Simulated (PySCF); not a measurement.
## Electron correlation in Au³⁴⁺ (gold, charge +34)

Starting occupation: [Kr] 4d9, 4d3/2 with m_j = -1/2, +1/2, +3/2, 4d5/2 with m_j = -5/2, -3/2, -1/2, +1/2, +3/2, +5/2. All numbers are calculated (PySCF 2.14, X2C-1e with screened-nucleus spin-orbit coupling, Gaussian nucleus, in an even-tempered Gaussian basis (17 s from 3.5 bohr⁻², ratio 2.8; 14 p from 4.6 bohr⁻², ratio 2.8; 9 d from 4.6 bohr⁻², ratio 2.8; 3 f from 21 bohr⁻², ratio 3)). Frozen: [Ar] 3d10; 17 electrons correlated; the 92 highest virtual spinors left out.

MP2 pair energies summed by pair of shells (mhartree):

| pair | energy | share (%) |
| --- | --- | --- |
| 4d3/2-4d5/2 | -90.28 | 23.6 |
| 4d5/2-4d5/2 | -86.44 | 22.6 |
| 4d5/2-4p3/2 | -35.10 | 9.2 |
| 4d5/2-4p1/2 | -32.41 | 8.5 |
| 4d3/2-4p3/2 | -20.83 | 5.4 |
| 4d3/2-4d3/2 | -19.81 | 5.2 |
| 4d3/2-4p1/2 | -19.01 | 5.0 |
| 4d5/2-4s1/2 | -17.98 | 4.7 |
| 4p1/2-4p3/2 | -15.27 | 4.0 |
| 4p3/2-4p3/2 | -14.57 | 3.8 |
| 4d3/2-4s1/2 | -9.06 | 2.4 |
| 4p3/2-4s1/2 | -9.02 | 2.4 |
| 4p1/2-4s1/2 | -5.38 | 1.4 |
| 4p1/2-4p1/2 | -4.59 | 1.2 |
| 4s1/2-4s1/2 | -3.01 | 0.8 |

Total MP2 correlation energy: -382.76 mhartree.

At this charge the one-electron X2C treatment keeps the bare 1/r₁₂, with no two-electron picture change or Breit term. The effect here is smaller than on the frozen 1s shell.
